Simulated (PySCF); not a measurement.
PySCF job for C₃H₈Si₂, SMILES C=C1C[SiH2][SiH2]1, PBE-D3(BJ)/def2-SVP. Geometry optimised at PBE-D3(BJ)/def2-SVP. This is a generated structure with no PubChem entry under its InChIKey; it may be hypothetical.

```python
import numpy as np
from pyscf import gto, scf, dft, df
from pyscf.hessian import thermo

mol = gto.M(
    atom='''
    C    -1.52652317    1.71332371    0.47241720
    C    -0.67194228    0.83605463   -0.09177986
    C     0.80949130    1.07508235   -0.36928761
    Si    1.42441175   -0.64659221    0.26958122
    Si   -0.82149622   -1.05982394   -0.29020025
    H    -2.56272920    1.43389610    0.72317024
    H    -1.21867833    2.74741477    0.71253168
    H     1.22864344    2.00051896    0.07771876
    H     1.00480863    1.10373975   -1.46581551
    H     1.67137936   -0.62602652    1.75389892
    H     2.60689674   -1.25802132   -0.43556286
    H    -1.82481425   -1.76924763    0.57823084
    H    -1.01247884   -1.48921233   -1.72360382
    ''',
    basis='def2-SVP',
    charge=0,
    spin=0,
    max_memory=1600,
    verbose=3,
)
mf = dft.RKS(mol, xc='pbe').density_fit(auxbasis='def2-universal-jkfit')
mf.disp = 'd3bj'
mf.grids.level = 3
mf.conv_tol = 1e-11
mf.max_cycle = 100
mf.kernel()

# [left out here: the lines that compute and print the analytic Hessian (its translational invariance restored by hand, since the grid's response is missing), thermochemistry and intensities]
```

Output:

```
converged SCF energy = -697.342915706048

WARN: DFTD3 does not support analytical Hessian, using finite difference


WARN: Mole.unit (angstrom) is changed to Bohr

Mode                                 0                   1                   2
Irrep
Freq [cm^-1]                       89.3994            242.8205            305.5702
Reduced mass [au]                   2.6810              2.0055              2.1948
Force const [Dyne/A]                0.0126              0.0697              0.1207
Char temp [K]                     128.6258            349.3647            439.6475
Normal mode                   x     y     z       x     y     z       x     y     z
       0   C                 0.08 -0.04  0.12   -0.01  0.11 -0.01    0.09  0.08 -0.01
       1   C                 0.01 -0.01 -0.04   -0.06 -0.01  0.12   -0.01 -0.03  0.01
       2   C                -0.01 -0.02 -0.12   -0.07 -0.06 -0.02   -0.01  0.03  0.05
       3  Si                -0.03  0.04  0.06    0.02 -0.02  0.01   -0.03  0.05 -0.02
       4  Si                -0.00 -0.01 -0.04    0.04 -0.01 -0.02   -0.00 -0.09 -0.02
       5   H                 0.10 -0.05  0.21   -0.03  0.22  0.04    0.06  0.25  0.03
       6   H                 0.12 -0.06  0.15    0.05  0.13 -0.18    0.26  0.04 -0.06
       7   H                 0.00  0.02 -0.23   -0.02 -0.02 -0.16   -0.08  0.00  0.17
       8   H                -0.04 -0.15 -0.13   -0.19 -0.16 -0.05    0.03  0.15  0.07
       9   H                -0.17  0.19  0.07    0.04  0.02  0.00   -0.25 -0.02  0.02
      10   H                 0.03 -0.02  0.21    0.02  0.01 -0.01    0.10  0.11  0.13
      11   H                -0.05 -0.00 -0.10   -0.01 -0.25 -0.26    0.16 -0.11  0.15
      12   H                 0.10  0.00 -0.06    0.21  0.26 -0.12   -0.23 -0.10  0.02
Mode                                 3                   4                   5
Irrep
Freq [cm^-1]                      342.3043            404.1967            422.8456
[...]
       4  Si                -0.01 -0.01 -0.00   -0.00 -0.00  0.00   -0.02 -0.03 -0.01
       5   H                -0.07  0.21  0.19    0.19 -0.21  0.49    0.00 -0.03 -0.06
       6   H                 0.23 -0.12  0.10    0.14 -0.16  0.55   -0.07  0.04 -0.01
       7   H                 0.16 -0.01 -0.04   -0.02 -0.01  0.01   -0.02 -0.01  0.01
       8   H                 0.07  0.00 -0.03   -0.06  0.03 -0.01    0.01  0.02  0.01
       9   H                 0.41 -0.22 -0.07   -0.14  0.06  0.03   -0.25  0.12  0.04
      10   H                 0.21 -0.04  0.40   -0.07  0.03 -0.14   -0.11  0.03 -0.23
      11   H                 0.07  0.15  0.21   -0.00 -0.02 -0.01    0.20  0.30  0.50
      12   H                 0.17  0.20 -0.08   -0.01 -0.01  0.00    0.44  0.39 -0.19
Mode                                18                  19                  20
Irrep
Freq [cm^-1]                      904.1543           1033.2759           1069.4606
Reduced mass [au]                   1.4849              1.2309              1.4250
Force const [Dyne/A]                0.7152              0.7743              0.9603
Char temp [K]                    1300.8768           1486.6540           1538.7157
Normal mode                   x     y     z       x     y     z       x     y     z
       0   C                 0.07  0.03 -0.02    0.01 -0.06 -0.01    0.00  0.02  0.01
       1   C                 0.06  0.04 -0.01    0.03  0.06 -0.05   -0.03 -0.00 -0.04
       2   C                -0.11 -0.05  0.02   -0.06  0.03  0.04    0.13 -0.07  0.04
       3  Si                -0.01  0.02 -0.01    0.01  0.00  0.01   -0.01  0.00  0.00
       4  Si                -0.00 -0.01 -0.01   -0.01 -0.00  0.00    0.00 -0.00  0.00
       5   H                 0.16 -0.35 -0.09    0.02  0.04  0.12    0.03 -0.05  0.08
       6   H                -0.28  0.11  0.10    0.16 -0.07 -0.18   -0.10  0.06 -0.02
       7   H                -0.17 -0.06  0.08    0.56 -0.23  0.00   -0.34  0.25 -0.18
       8   H                -0.09  0.02  0.03   -0.57  0.08 -0.04   -0.55  0.35 -0.07
       9   H                 0.32 -0.22 -0.06   -0.01 -0.10  0.01    0.01 -0.03 -0.00
      10   H                 0.14 -0.13  0.36   -0.02  0.00 -0.02   -0.00  0.05 -0.01
      11   H                 0.05  0.05  0.10    0.03 -0.05  0.01   -0.02  0.02 -0.01
      12   H                 0.08  0.04 -0.03    0.01  0.02 -0.01   -0.02  0.02 -0.00
Mode                                21                  22                  23
Irrep
Freq [cm^-1]                     1133.9583           1347.6359           1371.7372
Reduced mass [au]                   2.2190              1.0916              1.1532
Force const [Dyne/A]                1.6812              1.1681              1.2785
Char temp [K]                    1631.5135           1938.9480           1973.6244
Normal mode                   x     y     z       x     y     z       x     y     z
       0   C                -0.07 -0.06  0.00   -0.00 -0.00 -0.00   -0.02  0.02  0.01
       1   C                 0.13  0.13  0.01    0.03 -0.03 -0.03   -0.06  0.05  0.03
       2   C                -0.04 -0.08 -0.01    0.04  0.05 -0.03    0.05  0.02 -0.02
       3  Si                 0.00  0.01 -0.00    0.00  0.00 -0.00    0.00 -0.00 -0.00
       4  Si                -0.00 -0.01 -0.00    0.00  0.00  0.00    0.00 -0.00 -0.00
       5   H                -0.13  0.29  0.14   -0.06  0.27  0.11    0.10 -0.55 -0.21
       6   H                 0.29 -0.13 -0.14   -0.26  0.07  0.10    0.53 -0.11 -0.20
       7   H                -0.38  0.06  0.04   -0.22 -0.13  0.53   -0.16 -0.03  0.26
       8   H                 0.07  0.05  0.02   -0.35 -0.51 -0.10   -0.13 -0.24 -0.05
       9   H                -0.00 -0.02 -0.01    0.00 -0.00 -0.00   -0.00  0.00 -0.00
      10   H                -0.01 -0.05  0.03    0.00 -0.00 -0.00    0.00  0.00  0.00
      11   H                -0.01  0.00  0.01    0.00  0.00  0.00   -0.01  0.01  0.01
      12   H                -0.00  0.01 -0.01    0.00  0.01 -0.01    0.00  0.00 -0.01
Mode                                24                  25                  26
Irrep
Freq [cm^-1]                     1640.9212           2136.5281           2146.5125
Reduced mass [au]                   6.2504              1.0345              1.0321
Force const [Dyne/A]                9.9160              2.7822              2.8019
Char temp [K]                    2360.9203           3073.9882           3088.3535
Normal mode                   x     y     z       x     y     z       x     y     z
       0   C                 0.11 -0.12 -0.08    0.00  0.00  0.00    0.00 -0.00 -0.00
       1   C                -0.14  0.13  0.08    0.00 -0.00  0.00   -0.00  0.00  0.00
       2   C                 0.02 -0.00 -0.01    0.00  0.00  0.00    0.00 -0.00  0.00
       3  Si                 0.00 -0.00 -0.00    0.01 -0.00 -0.00   -0.03  0.01 -0.00
       4  Si                 0.00 -0.01 -0.00    0.01  0.01  0.02    0.00  0.00  0.01
       5   H                 0.08  0.18  0.03    0.00  0.00  0.00    0.00  0.00  0.00
       6   H                -0.18 -0.08  0.04   -0.00  0.00 -0.00   -0.00 -0.00  0.00
       7   H                -0.04  0.02  0.02    0.00  0.00 -0.00   -0.00 -0.00 -0.00
       8   H                 0.05 -0.02 -0.00    0.00  0.00  0.00   -0.00  0.00  0.00
       9   H                -0.00  0.01  0.00   -0.00 -0.00 -0.06    0.07  0.01  0.49
      10   H                -0.00  0.00  0.01   -0.18  0.10  0.11    0.63 -0.33 -0.39
      11   H                -0.01  0.01  0.01   -0.17 -0.12  0.17   -0.00 -0.00  0.01
      12   H                 0.00 -0.01  0.00   -0.11 -0.26 -0.87   -0.03 -0.07 -0.23
Mode                                27                  28                  29
Irrep
Freq [cm^-1]                     2160.8995           2168.0351           2957.9294
Reduced mass [au]                   1.0478              1.0512              1.0623
Force const [Dyne/A]                2.8826              2.9111              5.4763
Char temp [K]                    3109.0533           3119.3199           4255.8018
Normal mode                   x     y     z       x     y     z       x     y     z
       0   C                 0.00 -0.00 -0.00    0.00 -0.00 -0.00   -0.00  0.00  0.00
       1   C                -0.00  0.00  0.00   -0.00  0.00  0.00    0.00 -0.00  0.00
       2   C                -0.00 -0.00 -0.00    0.00 -0.00  0.00   -0.03 -0.03  0.06
       3  Si                 0.01 -0.00 -0.02   -0.01  0.01  0.03   -0.00  0.00  0.00
       4  Si                -0.02 -0.01  0.02   -0.01 -0.01  0.01   -0.00  0.00  0.00
       5   H                 0.00 -0.00  0.00    0.00 -0.00  0.00    0.01  0.00 -0.00
       6   H                 0.00  0.00 -0.00    0.00 -0.00 -0.00   -0.00 -0.01 -0.00
       7   H                -0.00 -0.00  0.00    0.00  0.00  0.00    0.16  0.35  0.19
       8   H                 0.00  0.00 -0.00    0.00 -0.00  0.01    0.15  0.01 -0.86
       9   H                 0.06  0.00  0.36   -0.13 -0.01 -0.75   -0.00  0.00 -0.00
      10   H                -0.21  0.11  0.12    0.32 -0.16 -0.18    0.00 -0.00 -0.00
      11   H                 0.56  0.40 -0.49    0.28  0.20 -0.24   -0.00 -0.00 -0.00
      12   H                -0.03 -0.06 -0.18   -0.03 -0.05 -0.17    0.00 -0.00 -0.00
Mode                                30                  31                  32
Irrep
Freq [cm^-1]                     3036.3929           3044.8682           3145.3577
Reduced mass [au]                   1.1013              1.0615              1.1150
Force const [Dyne/A]                5.9823              5.7984              6.4994
Char temp [K]                    4368.6933           4380.8874           4525.4695
Normal mode                   x     y     z       x     y     z       x     y     z
       0   C                -0.00  0.00  0.00    0.03 -0.05 -0.03    0.07  0.06 -0.01
       1   C                -0.00  0.00  0.00   -0.01  0.00  0.00   -0.00  0.00  0.00
       2   C                 0.02  0.06  0.06   -0.00  0.00  0.00   -0.00 -0.00  0.00
       3  Si                 0.00 -0.00  0.00   -0.00  0.00 -0.00   -0.00  0.00 -0.00
       4  Si                 0.00 -0.00  0.00   -0.00  0.00 -0.00    0.00 -0.00 -0.00
       5   H                 0.01  0.00 -0.00   -0.51 -0.15  0.12   -0.74 -0.20  0.18
       6   H                -0.00 -0.01 -0.00    0.23  0.75  0.17   -0.14 -0.49 -0.12
       7   H                -0.32 -0.72 -0.35    0.00 -0.01 -0.00   -0.00  0.00  0.00
       8   H                 0.07  0.02 -0.40    0.00 -0.00 -0.02    0.00 -0.00 -0.00
       9   H                -0.00  0.00 -0.00    0.00  0.00  0.00   -0.00 -0.00 -0.00
      10   H                -0.00  0.00 -0.00    0.00 -0.00  0.00   -0.00 -0.00 -0.00
      11   H                -0.00  0.00  0.00   -0.00 -0.00  0.00   -0.00 -0.00  0.00
      12   H                -0.00  0.00  0.00    0.00 -0.00 -0.00   -0.00 -0.00  0.00
temperature 298.1500 [K]
pressure 101325.00 [Pa]
Rotational constants [GHz] 4.29798 2.75751 1.89621
Symmetry number 1
Zero-point energy (ZPE) 0.09011 [Eh]   236585.473 [J/mol]
                           tot       elec      trans        rot        vib
Entropy [J/mol/K]       339.466      0.000    166.213    113.223     60.029
Cv [J/mol/K]            115.681      0.000     12.472     12.472     90.738
Cp [J/mol/K]            123.996      0.000     20.786     12.472     90.738
Internal energy [J/mol]                      3718.434   3718.434 247747.477
Internal energy [Eh]   -697.24572  -697.34292
Enthalpy [J/mol]                             6197.391   3718.434 247747.477
Enthalpy [Eh]          -697.24478
Gibbs free energy [J/mol]                  -43359.114 -30039.150 229849.891
Gibbs free energy [Eh] -697.28333
mode   freq/cm-1   IR/(km/mol)
   1       89.40         0.596
   2      242.82         0.230
   3      305.57         1.438
   4      342.30        10.011
   5      404.20         2.360
   6      422.85         5.019
   7      483.87         1.719
   8      570.39         8.308
   9      596.90         1.538
  10      609.42        12.553
  11      627.67        53.155
  12      660.82        35.972
  13      684.02        52.068
  14      742.02        71.180
  15      800.87        31.886
  16      885.96        75.524
  17      889.94        49.635
  18      897.32        77.315
  19      904.15        22.717
  20     1033.28         3.733
  21     1069.46         5.134
  22     1133.96         1.863
  23     1347.64         7.475
  24     1371.74         3.205
  25     1640.92         1.051
  26     2136.53        95.670
  27     2146.51       118.469
  28     2160.90        44.651
  29     2168.04       139.982
  30     2957.93         6.864
  31     3036.39         6.774
  32     3044.87        13.988
  33     3145.36         5.250
max |gradient| / (hartree/bohr): 5.2593115976332083e-05
APT charges: [-0.0796 -0.201  -0.2604  0.7114  0.7118  0.0278  0.0172 -0.0107  0.0101
 -0.2192 -0.246  -0.2307 -0.2307]
```

The run converged.
